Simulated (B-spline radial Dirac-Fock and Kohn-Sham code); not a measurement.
Electron momentum distribution of Mn¹⁰⁺: Compton profiles

System: the Mn¹⁰⁺ ion in the configuration [Ne] 3s2 3p3.

Calculated with an atomic code on a B-spline grid, using the impulse approximation on relativistic Hartree-Fock (Dirac-Fock) wave functions, averaged over the configuration. pz is in atomic units of momentum; subshell profiles are per electron, for a selection of subshells; open shells are spread over both j values by their weights.

```
  pz    J total   J 2p3/2   J 3s1/2   J 3p3/2
0.99      1.658    0.0675     0.202     0.180
 1.5      1.406    0.0672     0.120     0.157
 2.1      1.109    0.0663    0.0542     0.114
 3.1     0.7585    0.0627    0.0214    0.0452
 4.6     0.5067    0.0523    0.0186   0.00843
 6.7     0.3084    0.0338   0.00653   0.00581
 9.9     0.1426    0.0136  0.000716   0.00318
  14    0.06141   0.00378  0.000491  0.000885
  21    0.01982  0.000497  0.000250  0.000109
  31   0.005209  4.60e-05  6.15e-05  9.54e-06
  46  0.0009848  3.08e-06  9.81e-06    < 1e-6
  67  0.0001599    < 1e-6  1.41e-06    < 1e-6
  98  2.259e-05    < 1e-6    < 1e-6    < 1e-6
```

Q: What is the peak value J(0), and which subshell contributes most to it?

A: J(0) = 1.905. The 3s1/2 subshell gives the largest part, 32 %.

Mean momentum ⟨p⟩ by subshell (a.u.): 1s1/2 21.2, 2s1/2 7.04, 2p1/2 9.43, 2p3/2 9.32, 3s1/2 3.36, 3p1/2 3.98, 3p3/2 3.95.
